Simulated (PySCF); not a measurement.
# Computed records: AlBGeH$_{4}$O, AlBGeH$_{4}$N, Ge$_{2}$H$_{4}$O$_{2}$, AlGeH$_{3}$N and others

Calculation on a computer-drawn molecule: optimised geometry and harmonic frequencies of an isolated molecule of the commonest isotopes, restricted reference for singlets and unrestricted otherwise, frozen core in MP2; on germanium a core potential holds 10 electrons, which the energies leave out, and 3d is frozen in MP2 and coupled-cluster steps. Program: PySCF 2.14.0.

(1) AlBGeH$_{4}$O

Start structure:
```xyz
8
AlBGeH4O
Al     1.3818    -0.1707    -3.6230
B      0.5722    -1.5269    -2.1436
O      1.3697    -0.4314    -1.7235
Ge     1.8770    -0.1151     0.0084
H      0.1823    -2.2437    -1.3495
H      2.6949     1.0579    -0.0525
H      2.6117    -1.3709     0.5065
H      0.6057     0.0984     0.7689
```

It was run with charge 0, multiplicity 1, method HF, basis cc-pV(D+d)Z and basis and core potential on germanium cc-pVDZ-PP ECP10MDF.

It finds rotational constants 30.33, 1.006, 0.9859 GHz; total energy -637.1663 hartree; convergence status largest gradient component 1.975e-06 hartree/bohr.

Drawn bonds:
| atom | other atom | order |
| --- | --- | --- |
| 1 | 2 | 1 |
| 2 | 3 | 1 |
| 3 | 4 | 1 |
| 2 | 5 | 1 |
| 4 | 6 | 1 |
| 4 | 7 | 1 |
| 4 | 8 | 1 |

Optimised structure:
```xyz
8
AlBGeH4O
Al     0.7730    -0.8569    -4.4573
B      0.8550    -1.1557    -2.2216
O      1.5894    -0.2162    -1.5673
Ge     1.8765    -0.1330     0.2103
H      0.3360    -2.0330    -1.5403
H      2.7537     1.0957     0.4200
H      2.5862    -1.4145     0.6409
H      0.5255     0.0112     0.9070
```

Modes:
| frequency (cm⁻¹) | reduced mass (dalton) |
| --- | --- |
| 37.4 | 1.358 |
| 81.17 | 9.193 |
| 101.4 | 6.03 |
| 180 | 7.416 |
| 505 | 3.81 |
| 644.2 | 5.564 |
| 659 | 1.218 |
| 704.8 | 1.291 |
| 715.1 | 1.332 |
| 942.3 | 1.061 |
| 951.3 | 1.024 |
| 952.2 | 1.024 |
| 1185 | 1.361 |
| 1317 | 6.1 |
| 2250 | 1.024 |
| 2256 | 1.021 |
| 2273 | 1.014 |
| 2486 | 1.085 |

(2) AlBGeH$_{4}$N

Start structure:
```xyz
8
AlBGeH4N
B     -1.9318    -0.1628    -2.1350
N     -1.1305     0.0125    -1.1536
Al    -0.1051     0.1504     0.2652
Ge     1.3621     0.3804     2.0950
H     -2.6409    -0.2386    -3.0608
H      0.8645     1.5523     2.9750
H      1.3436    -0.8745     2.8761
H      2.6567     0.6842     1.5687
```

Settings of this run: charge 1, multiplicity 1, method HF, basis cc-pV(D+d)Z and basis and core potential on germanium cc-pVDZ-PP ECP10MDF.

Results for AlBGeH$_{4}$N: rotational constants 77.25, 0.9776, 0.9776 GHz; total energy -616.5804 hartree; convergence status largest gradient component 6.523e-06 hartree/bohr.

Drawn bonds:
| atom | other atom | order |
| --- | --- | --- |
| 1 | 2 | 2 |
| 2 | 3 | 1 |
| 3 | 4 | 1 |
| 1 | 5 | 1 |
| 4 | 6 | 1 |
| 4 | 7 | 1 |
| 4 | 8 | 1 |

Optimised structure:
```xyz
8
AlBGeH4N
B     -1.9409    -0.1373    -2.1464
N     -1.1699    -0.0115    -1.1502
Al    -0.1359     0.1573     0.1859
Ge     1.4089     0.4094     2.1815
H     -2.6532    -0.2536    -3.0667
H      0.8200     1.5675     2.9659
H      1.3232    -0.9290     2.8919
H      2.7664     0.7011     1.5687
```

Modes:
| frequency (cm⁻¹) | reduced mass (dalton) |
| --- | --- |
| 81.34 | 4.856 |
| 81.34 | 4.856 |
| 192.8 | 5.624 |
| 192.8 | 5.625 |
| 232.4 | 16.73 |
| 510.9 | 1.096 |
| 510.9 | 1.096 |
| 834.8 | 1.158 |
| 836.9 | 5.275 |
| 842.4 | 1.356 |
| 842.4 | 1.356 |
| 942.8 | 1.02 |
| 942.8 | 1.02 |
| 1874 | 5.822 |
| 2291 | 1.01 |
| 2299 | 1.025 |
| 2299 | 1.025 |
| 3005 | 1.172 |

(3) Ge$_{2}$H$_{4}$O$_{2}$

Start structure:
```xyz
8
Ge2H4O2
O      1.8708     1.8408    -1.8881
Ge     1.9049     0.1063    -1.6998
O      0.4968    -0.4707    -2.5987
Ge    -0.8758    -1.4105    -2.9627
H      1.6874     2.1867    -2.7385
H      1.7296    -0.0825    -0.1855
H      3.1345    -0.4849    -2.2578
H     -1.0065    -2.3572    -1.6017
```

Here we set charge 0, multiplicity 1, method HF, basis cc-pVDZ and basis and core potential on germanium cc-pVDZ-PP ECP10MDF.

It finds rotational constants 9.469, 0.9973, 0.9425 GHz; total energy -738.8532 hartree; convergence status largest gradient component 1.165e-05 hartree/bohr.

Drawn bonds:
| atom | other atom | order |
| --- | --- | --- |
| 1 | 2 | 1 |
| 2 | 3 | 1 |
| 3 | 4 | 1 |
| 1 | 5 | 1 |
| 2 | 6 | 1 |
| 2 | 7 | 1 |
| 4 | 8 | 1 |

Optimised structure:
```xyz
8
Ge2H4O2
O      1.4860     1.7284    -1.7790
Ge     1.8949     0.0050    -1.7725
O      0.8280    -0.8296    -2.9091
Ge    -0.7869    -1.5815    -2.9121
H      1.6148     2.1674    -2.6077
H      1.6341    -0.4630    -0.3497
H      3.3196    -0.2093    -2.2721
H     -1.0489    -1.4895    -1.3305
```

Modes:
| frequency (cm⁻¹) | reduced mass (dalton) |
| --- | --- |
| 39.37 | 5.548 |
| 130 | 6.071 |
| 173.5 | 1.303 |
| 228.9 | 1.182 |
| 322.5 | 3.647 |
| 454.4 | 6.436 |
| 615.6 | 1.231 |
| 736.8 | 1.061 |
| 747.7 | 11.45 |
| 851.5 | 1.688 |
| 867.6 | 1.224 |
| 923.4 | 1.2 |
| 954.9 | 1.186 |
| 978.7 | 1.495 |
| 1913 | 1.022 |
| 2264 | 1.022 |
| 2292 | 1.017 |
| 4156 | 1.067 |

(4) AlGeH$_{3}$N

Start structure:
```xyz
6
AlGeH3N
N      0.1477    -2.3630     0.5573
Al     0.3591    -1.1570    -0.5332
Ge     0.4957     0.5943    -2.3806
H      0.0705    -3.0614     1.2548
H      2.0913     0.5123    -2.3869
H      0.4179     1.7782    -1.3106
```

Here we set charge -1, multiplicity 1, method MP2, basis aug-cc-pV(D+d)Z and basis and core potential on germanium aug-cc-pVDZ-PP ECP10MDF.

Results for AlGeH$_{3}$N: rotational constants 81.34, 1.695, 1.691 GHz; total energy -591.8593 hartree; convergence status largest gradient component 1.877e-05 hartree/bohr.

Drawn bonds:
| atom | other atom | order |
| --- | --- | --- |
| 1 | 2 | 2 |
| 2 | 3 | 1 |
| 1 | 4 | 1 |
| 3 | 5 | 1 |
| 3 | 6 | 1 |

Optimised structure:
```xyz
6
AlGeH3N
N      0.0306    -2.4306     0.4540
Al     0.3994    -1.1006    -0.5375
Ge     0.4764     0.5910    -2.4062
H      0.1672    -2.9724     1.3017
H      2.0795     0.4835    -2.3369
H      0.4290     1.7325    -1.2744
```

Modes:
| frequency (cm⁻¹) | reduced mass (dalton) |
| --- | --- |
| 113.9 | 4.047 |
| 124 | 7.461 |
| 247 | 10.33 |
| 258.2 | 1.062 |
| 309.3 | 1.185 |
| 468.1 | 1.106 |
| 521.8 | 1.054 |
| 885.4 | 1.022 |
| 954.9 | 7.843 |
| 1844 | 1.021 |
| 1844 | 1.019 |
| 3657 | 1.083 |

(5) CH$_{5}$AlBGe

Start structure:
```xyz
9
CH5AlBGe
Al    -1.6735    -1.0142     1.1547
B     -0.1802     0.2592     1.4287
C      0.7660     0.7351     0.2642
Ge     0.7523     0.4989    -1.5381
H     -2.9195    -1.9878     0.8838
H      0.0224     0.6075     2.4768
H      1.5423     1.3702     0.6639
H     -0.2554    -0.4569    -2.2103
H      1.8518     1.0753    -2.4668
```

Settings of this run: charge 1, multiplicity 1, method HF, basis cc-pV(D+d)Z and basis and core potential on germanium cc-pVDZ-PP ECP10MDF.

The calculation gives: rotational constants 8.126, 1.531, 1.288 GHz; total energy -600.4448 hartree; convergence status largest gradient component 2.882e-05 hartree/bohr.

Drawn bonds:
| atom | other atom | order |
| --- | --- | --- |
| 1 | 2 | 1 |
| 2 | 3 | 1 |
| 3 | 4 | 2 |
| 1 | 5 | 1 |
| 2 | 6 | 1 |
| 3 | 7 | 1 |
| 4 | 8 | 1 |
| 4 | 9 | 1 |

Optimised structure:
```xyz
9
CH5AlBGe
Al    -1.7311    -1.0488     0.9580
B     -0.0752     0.2943     1.3384
C      0.8600     0.8333     0.3178
Ge     0.7804     0.4634    -1.4421
H     -2.9468    -2.0143     0.8025
H     -0.0254     0.5400     2.5092
H      1.6555     1.5015     0.6353
H     -0.3170    -0.4702    -1.9461
H      1.7059     0.9881    -2.5161
```

Modes:
| frequency (cm⁻¹) | reduced mass (dalton) |
| --- | --- |
| 72.92 | 5.428 |
| 158.1 | 2.489 |
| 285.8 | 1.892 |
| 295.2 | 1.053 |
| 408.1 | 2.395 |
| 422.5 | 1.146 |
| 502.8 | 2.333 |
| 588.9 | 1.493 |
| 635.3 | 1.147 |
| 725.3 | 1.274 |
| 771.3 | 2.95 |
| 913.1 | 1.209 |
| 950.9 | 1.026 |
| 1026 | 1.158 |
| 1197 | 1.484 |
| 1365 | 3.765 |
| 2093 | 1.047 |
| 2255 | 1.019 |
| 2332 | 1.021 |
| 2722 | 1.093 |
| 3318 | 1.087 |

(6) BGeH$_{4}$OSi

Start structure:
```xyz
8
BGeH4OSi
O      0.3698    -0.5041    -0.3625
Si    -0.5170    -0.9714    -1.4703
B     -1.9778     0.0050    -2.2751
Ge    -2.3829     1.7212    -1.6541
H     -0.2615    -2.3322    -1.9792
H     -2.6406    -0.3845    -3.1596
H     -1.6404     2.5819    -0.5530
H     -3.4299     2.7194    -2.0375
```

Here we set charge 0, multiplicity 2, method HF, basis cc-pV(D+d)Z and basis and core potential on germanium cc-pVDZ-PP ECP10MDF.

It finds rotational constants 10.26, 1.433, 1.258 GHz; total energy -684.1303 hartree; spin squared 0.763; convergence status largest gradient component 8.302e-06 hartree/bohr.

Drawn bonds:
| atom | other atom | order |
| --- | --- | --- |
| 1 | 2 | 2 |
| 2 | 3 | 1 |
| 3 | 4 | 1 |
| 2 | 5 | 1 |
| 3 | 6 | 1 |
| 4 | 7 | 1 |
| 4 | 8 | 1 |

Optimised structure:
```xyz
8
BGeH4OSi
O      0.3671    -0.4494    -0.3482
Si    -0.4828    -1.0109    -1.4581
B     -2.0038     0.0117    -2.2937
Ge    -2.3663     1.8272    -1.6017
H     -0.2364    -2.3694    -1.9995
H     -2.6871    -0.4215    -3.1751
H     -1.5905     2.5153    -0.4894
H     -3.4805     2.7323    -2.1256
```

Modes:
| frequency (cm⁻¹) | reduced mass (dalton) |
| --- | --- |
| 66.27 | 2.134 |
| 85.64 | 10.26 |
| 254.3 | 1.141 |
| 318.9 | 5.035 |
| 424.5 | 1.12 |
| 457.8 | 1.622 |
| 559.5 | 1.233 |
| 633.9 | 2.438 |
| 699.9 | 1.396 |
| 748.3 | 2.199 |
| 921.6 | 1.162 |
| 944.8 | 1.105 |
| 1030 | 1.471 |
| 1282 | 17.39 |
| 2242 | 1.02 |
| 2283 | 1.02 |
| 2304 | 1.043 |
| 2740 | 1.093 |

(7) BGeH$_{3}$NO

Start structure:
```xyz
7
BGeH3NO
O     -2.5383    -0.6553    -2.1592
B     -1.6697    -1.2662    -1.4090
N     -0.8724    -1.9911    -0.7672
Ge     0.0281    -2.3342     0.6069
H      1.1677    -1.4059     0.9430
H      0.7159    -3.7013     0.5056
H     -0.6095    -2.4368     2.0621
```

Settings of this run: charge -1, multiplicity 1, method HF, basis aug-cc-pVDZ and basis and core potential on germanium aug-cc-pVDZ-PP ECP10MDF.

It finds rotational constants 34.96, 1.883, 1.826 GHz; total energy -449.2471 hartree; convergence status largest gradient component 3.707e-05 hartree/bohr.

Drawn bonds:
| atom | other atom | order |
| --- | --- | --- |
| 1 | 2 | 1 |
| 2 | 3 | 2 |
| 3 | 4 | 1 |
| 4 | 5 | 1 |
| 4 | 6 | 1 |
| 4 | 7 | 1 |

Optimised structure:
```xyz
7
BGeH3NO
O     -2.4678    -0.4946    -1.8561
B     -1.6746    -1.3198    -1.3856
N     -0.8282    -2.2452    -0.9400
Ge     0.0529    -2.3771     0.5898
H      1.1394    -1.2843     0.8327
H      0.8223    -3.7235     0.6606
H     -0.8222    -2.3464     1.8808
```

Modes:
| frequency (cm⁻¹) | reduced mass (dalton) |
| --- | --- |
| 32.42 | 1.477 |
| 109 | 8.329 |
| 565.9 | 13.77 |
| 619.9 | 8.314 |
| 667.4 | 1.834 |
| 680.6 | 1.185 |
| 722 | 2.331 |
| 960 | 1.02 |
| 961.8 | 1.021 |
| 964.1 | 1.044 |
| 1247 | 12.73 |
| 1989 | 5.507 |
| 2033 | 1.022 |
| 2062 | 1.087 |
| 2135 | 1.053 |

(8) AlBGeH$_{5}$N

Start structure:
```xyz
9
AlBGeH5N
Al    -2.3930    -0.9681     0.3399
B     -1.3179     0.3809     1.4859
N      0.0570     0.0691     1.2411
Ge     1.5705     0.9475     1.8779
H     -1.4183    -1.9198    -0.4599
H     -3.8653    -1.2496     0.0779
H     -1.5248     1.2775     2.1895
H      0.1821    -0.7286     0.5189
H      2.5915    -0.1565     1.0479
```

Here we set charge 0, multiplicity 1, method HF, basis cc-pV(D+d)Z and basis and core potential on germanium cc-pVDZ-PP ECP10MDF.

The calculation gives: rotational constants 30.91, 0.9169, 0.8905 GHz; total energy -617.3380 hartree; convergence status largest gradient component 1.351e-05 hartree/bohr.

Drawn bonds:
| atom | other atom | order |
| --- | --- | --- |
| 1 | 2 | 1 |
| 2 | 3 | 1 |
| 3 | 4 | 1 |
| 1 | 5 | 1 |
| 1 | 6 | 1 |
| 2 | 7 | 1 |
| 3 | 8 | 1 |
| 4 | 9 | 1 |

Optimised structure:
```xyz
9
AlBGeH5N
Al    -2.5503    -1.0847     0.2327
B     -1.1277     0.1835     1.2841
N      0.2720     0.0094     1.1546
Ge     1.5346     1.0654     2.0307
H     -2.0317    -2.2350    -0.7422
H     -4.1262    -0.9382     0.3763
H     -1.4762     1.0817     2.0163
H      0.6000    -0.7257     0.5547
H      2.7873     0.2960     1.4120
```

Modes:
| frequency (cm⁻¹) | reduced mass (dalton) |
| --- | --- |
| 54.78 | 1.104 |
| 95.42 | 5.583 |
| 123.7 | 2.978 |
| 211.1 | 7.947 |
| 309.5 | 1.227 |
| 452.7 | 1.477 |
| 561.3 | 1.14 |
| 607.4 | 4.303 |
| 695 | 2.938 |
| 742.4 | 1.538 |
| 837 | 1.112 |
| 856.3 | 1.082 |
| 957 | 1.106 |
| 1140 | 1.21 |
| 1260 | 2.218 |
| 1432 | 1.871 |
| 1929 | 1.048 |
| 1953 | 1.034 |
| 1959 | 1.024 |
| 2615 | 1.089 |
| 3787 | 1.077 |
